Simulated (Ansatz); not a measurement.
A nudged elastic band was laid between two geometries of CH3FZn + ClH (8 atoms, charge 0, multiplicity 1).

Method: RKS BLYP/def2-mTZVP in Ansatz 0.2.0.

| Property | Result |
| --- | --- |
| movable images | 5 |
| climbing image | yes |
| spring | 5.0 eV/Å² |
| optimiser | quadratic models (default) |
| start path | through a guess of the saddle point |
| force threshold | 0.03 eV/Å |
| iteration limit | 60 |
| end points | relaxed |

Image 0:

```xyz
8
Properties=species:S:1:pos:R:3
Zn -0.388 0.368 0.072
F -0.949 0.811 -1.583
C 0.200 -0.093 1.862
H -0.242 0.074 -3.023
Cl 0.437 -0.612 -3.943
H -0.547 -0.731 2.348
H 0.336 0.817 2.457
H 1.153 -0.634 1.811
```

Image 6:

```xyz
8
Properties=species:S:1:pos:R:3
Zn 0.396 -0.407 -0.437
F -1.289 1.158 -1.694
C 0.274 -0.183 1.502
H -0.855 0.699 -2.417
Cl 0.735 -0.854 -2.566
H -0.624 -0.689 1.876
H 0.206 0.884 1.742
H 1.156 -0.608 1.994
```

(1) What changes between the two ends?

(2) What energy profile does the band end with?

(3) What is the geometry of the highest image?

Results:

(1) Bonds broken: Zn1–F2, H4–Cl5. Bonds formed: Zn1–Cl5, F2–H4. CH3FZn + ClH becomes CH3ClZn + FH.

(2) It converged. The highest image is number 3 of 0 to 6, 0.095 eV above the first end and 0.536 eV above the last; the last end lies 0.441 eV below the first. A vibrational analysis at the climbing image gives one clearly imaginary mode, 257i cm⁻¹, and a faint second one (28i cm⁻¹) that may be numerical noise or a soft torsion: probably a first-order saddle point. The orbitals stay closed-shell, which can raise the energy where a bond breaks towards radicals; this wasn't checked here.

```json
{"image": "0", "path coordinate (Å)": "0.00", "energy (eV)": "0.000", "Zn1–F2 (Å)": "1.80", "H4–Cl5 (Å)": "1.33", "Zn1–Cl5 (Å)": "4.21"}
{"image": "1", "path coordinate (Å)": "0.64", "energy (eV)": "0.004", "Zn1–F2 (Å)": "1.81", "H4–Cl5 (Å)": "1.33", "Zn1–Cl5 (Å)": "3.84"}
{"image": "2", "path coordinate (Å)": "1.28", "energy (eV)": "0.015", "Zn1–F2 (Å)": "1.82", "H4–Cl5 (Å)": "1.34", "Zn1–Cl5 (Å)": "3.33"}
{"image": "3", "path coordinate (Å)": "1.91", "energy (eV)": "0.095", "Zn1–F2 (Å)": "1.92", "H4–Cl5 (Å)": "1.47", "Zn1–Cl5 (Å)": "2.67"}
{"image": "4", "path coordinate (Å)": "2.40", "energy (eV)": "-0.192", "Zn1–F2 (Å)": "2.17", "H4–Cl5 (Å)": "1.83", "Zn1–Cl5 (Å)": "2.35"}
{"image": "5", "path coordinate (Å)": "2.89", "energy (eV)": "-0.391", "Zn1–F2 (Å)": "2.45", "H4–Cl5 (Å)": "2.08", "Zn1–Cl5 (Å)": "2.23"}
{"image": "6", "path coordinate (Å)": "3.37", "energy (eV)": "-0.441", "Zn1–F2 (Å)": "2.62", "H4–Cl5 (Å)": "2.23", "Zn1–Cl5 (Å)": "2.20"}
```

(3) 
```xyz
8
Properties=species:S:1:pos:R:3
Zn -0.264 0.254 -0.303
F -1.170 1.077 -1.787
C 0.238 -0.145 1.546
H -0.415 0.265 -2.541
Cl 0.614 -0.779 -2.599
H -0.518 -0.796 2.000
H 0.307 0.781 2.127
H 1.207 -0.656 1.557
```

The run took 110 s on 2 threads of Arm Neoverse V1 (shared host), peak memory 0.2 GiB.
